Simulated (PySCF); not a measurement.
C₄H₆, triplet, geometry from GFN2-xTB (a higher spin typed on purpose: for a closed-shell molecule this is an excited state); TPSS/cc-pVDZ run with PySCF.

Input for PySCF:
```python
from pyscf import gto, scf, dft

mol = gto.Mole()
mol.atom = '''
    C     1.75459894    0.26377965   -0.67660968
    C     0.65006782   -0.06047826    0.17782132
    C    -0.68699479    0.05653341   -0.16793300
    C    -1.72770442   -0.25764166    0.66056493
    H     2.19484393    1.24621075   -0.67237424
    H     2.20858178   -0.47942751   -1.30949762
    H     0.87209543   -0.42840088    1.17912116
    H    -0.91126285    0.42192830   -1.16243482
    H    -2.74878768   -0.14912379    0.34462915
    H    -1.55527588   -0.62434574    1.65749488
'''
mol.basis = 'cc-pvdz'
mol.spin = 2
mol.verbose = 4
mol.build()

mf = dft.UKS(mol)
mf.xc = 'tpss'
mf.diis_space = 12
mf.kernel()
mf.analyze()
```

It wrote (shortened):

```
PySCF version 2.14.0

[INPUT] verbose = 4
[INPUT] num. atoms = 10
[INPUT] num. electrons = 30
[INPUT] charge = 0
[INPUT] spin (= nelec alpha-beta = 2S) = 2
[INPUT] symmetry False subgroup None
[INPUT] Mole.unit = angstrom
[INPUT] Symbol           X                Y                Z      unit          X                Y                Z       unit  Magmom
[...]
nuclear repulsion = 102.942515314185
number of shells = 38
number of NR pGTOs = 146
number of NR cGTOs = 86
basis = cc-pvdz
ecp = {}

******** <class 'pyscf.dft.uks.UKS'> ********
method = UKS
initial guess = minao
damping factor = 0
level_shift factor = 0
DIIS = <class 'pyscf.scf.diis.CDIIS'>
diis_start_cycle = 1
diis_space = 12
diis_damp = 0
SCF conv_tol = 1e-09
SCF conv_tol_grad = None
SCF max_cycles = 50
direct_scf = True
direct_scf_tol = 1e-13
number electrons alpha = 16  beta = 14
XC library pyscf.dft.libxc version 7.1.2
    S. Lehtola, C. Steigemann, M. J. T. Oliveira, and M. A. L. Marques,  SoftwareX 7, 1–5 (2018)
XC functionals = tpss
    J. Tao, J. P. Perdew, V. N. Staroverov, and G. E. Scuseria,  Phys. Rev. Lett. 91, 146401 (2003)
    J. P. Perdew, J. Tao, V. N. Staroverov, and G. E. Scuseria,  J. Chem. Phys. 120, 6898 (2004)
    J. Tao, J. P. Perdew, V. N. Staroverov, and G. E. Scuseria,  Phys. Rev. Lett. 91, 146401 (2003)
    J. P. Perdew, J. Tao, V. N. Staroverov, and G. E. Scuseria,  J. Chem. Phys. 120, 6898 (2004)
radial grids:
    Treutler-Ahlrichs [JCP 102, 346 (1995); DOI:10.1063/1.469408] (M4) radial grids

becke partition: Becke, JCP 88, 2547 (1988); DOI:10.1063/1.454033
pruning grids: <function nwchem_prune>
grids dens level: 3
symmetrized grids: False
atomic radii adjust function: <function treutler_atomic_radii_adjust>
small_rho_cutoff = 0
Set gradient conv threshold to 3.16228e-05
tot grids = 115320
init E= -156.155403994331

cycle= 1 E= -155.900184569043  delta_E= 0.255  |g|= 0.255  |ddm|= 2.17
cycle= 2 E= -155.887456430092  delta_E= 0.0127  |g|= 0.304  |ddm|= 0.629
cycle= 3 E= -155.941927047332  delta_E= -0.0545  |g|= 0.0504  |ddm|= 0.374
cycle= 4 E= -155.942773191644  delta_E= -0.000846  |g|= 0.0367  |ddm|= 0.0886
cycle= 5 E= -155.943563163884  delta_E= -0.00079  |g|= 0.0134  |ddm|= 0.0458
cycle= 6 E= -155.943667788546  delta_E= -0.000105  |g|= 0.00409  |ddm|= 0.0155
cycle= 7 E= -155.943682013306  delta_E= -1.42e-05  |g|= 0.00155  |ddm|= 0.0066
cycle= 8 E= -155.94368374328  delta_E= -1.73e-06  |g|= 0.000704  |ddm|= 0.00261
[...]
converged SCF energy = -155.943684059873  <S^2> = 2.0228283  2S+1 = 3.0151805
Total Energy =                        -155.943684059873192
[...]
spin_pop of  3 C 3dxy     -0.00006
spin_pop of  3 C 3dyz     -0.00024
spin_pop of  3 C 3dz^2    -0.00010
spin_pop of  3 C 3dxz     -0.00008
spin_pop of  3 C 3dx2-y2   -0.00046
spin_pop of  4 H 1s        0.00173
spin_pop of  4 H 2s        0.00021
spin_pop of  4 H 2px       0.00018
spin_pop of  4 H 2py      -0.00008
spin_pop of  4 H 2pz       0.00032
spin_pop of  5 H 1s        0.00173
spin_pop of  5 H 2s        0.00021
spin_pop of  5 H 2px       0.00018
spin_pop of  5 H 2py      -0.00001
spin_pop of  5 H 2pz       0.00026
spin_pop of  6 H 1s        0.03242
spin_pop of  6 H 2s        0.00028
spin_pop of  6 H 2px       0.00011
spin_pop of  6 H 2py       0.00029
spin_pop of  6 H 2pz      -0.00007
spin_pop of  7 H 1s        0.00339
spin_pop of  7 H 2s        0.00064
spin_pop of  7 H 2px       0.00003
spin_pop of  7 H 2py      -0.00006
spin_pop of  7 H 2pz       0.00002
spin_pop of  8 H 1s       -0.01866
spin_pop of  8 H 2s       -0.00002
spin_pop of  8 H 2px      -0.00009
spin_pop of  8 H 2py       0.00034
spin_pop of  8 H 2pz       0.00004
spin_pop of  9 H 1s       -0.01812
spin_pop of  9 H 2s        0.00007
spin_pop of  9 H 2px       0.00001
spin_pop of  9 H 2py       0.00025
spin_pop of  9 H 2pz      -0.00005
 ** Mulliken Spin Density (per atom)  **
spin density of  0 C =      0.99091
spin density of  1 C =      0.55092
spin density of  2 C =     -0.14183
spin density of  3 C =      0.59447
spin density of  4 H =      0.00236
spin density of  5 H =      0.00236
spin density of  6 H =      0.03303
spin density of  7 H =      0.00403
spin density of  8 H =     -0.01839
spin density of  9 H =     -0.01785
 ** Mulliken pop alpha/beta on meta-lowdin orthogonal AOs **
 ** Mulliken pop       alpha | beta **
In total            16.00000 | 14.00000
 ** Mulliken atomic charges   ( Nelec_alpha | Nelec_beta ) **
charge of  0C =     -0.21294  (     3.60193      2.61102 )
charge of  1C =     -0.09137  (     3.32114      2.77022 )
charge of  2C =     -0.09110  (     2.97464      3.11647 )
charge of  3C =     -0.21717  (     3.40582      2.81135 )
charge of  4H =      0.10818  (     0.44709      0.44473 )
charge of  5H =      0.10818  (     0.44709      0.44473 )
charge of  6H =      0.09674  (     0.46815      0.43512 )
charge of  7H =      0.09735  (     0.45334      0.44931 )
charge of  8H =      0.10400  (     0.43881      0.45720 )
charge of  9H =      0.09815  (     0.44200      0.45985 )
Dipole moment(X, Y, Z, Debye):  0.16734,  0.01426, -0.03497
```
